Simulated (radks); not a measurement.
Question: Coherent X-ray form factor from a spherical all-electron density. Calculated with a radial shooting solver on a logarithmic mesh with Libxc functionals: scalar-relativistic Kohn-Sham, BLYP, spin-unpolarised, spherical densities, finite nucleus; Fermi nuclear charge, rms radius of each element as measured or else 0.836 A^(1/3) + 0.57 fm.

| sin(theta)/lambda (1/angstrom) | f0 (electrons) |
|---|---|
| 0.05 | 28.595 |
| 0.1 | 27.497 |
| 0.15 | 25.960 |
| 0.2 | 24.220 |
| 0.25 | 22.429 |
| 0.3 | 20.665 |
| 0.4 | 17.376 |
| 0.5 | 14.548 |
| 0.6 | 12.254 |
| 0.8 | 9.146 |
| 1 | 7.440 |
| 1.25 | 6.270 |
| 1.5 | 5.463 |
| 2 | 4.053 |

The species is in the configuration that NIST lists as its ground one. Which atom or ion scatters so?

Answer: The zinc ion Zn+, [Ar] 3d10 4s1. Extrapolating in s^2 from the first two rows gives f0(0) = 29.0, near the electron count 29; among species with that count, the fall with angle is slower the higher Z, and the table is that of Z = 30; from so few rows the species is fixed only to a neighbour or two.
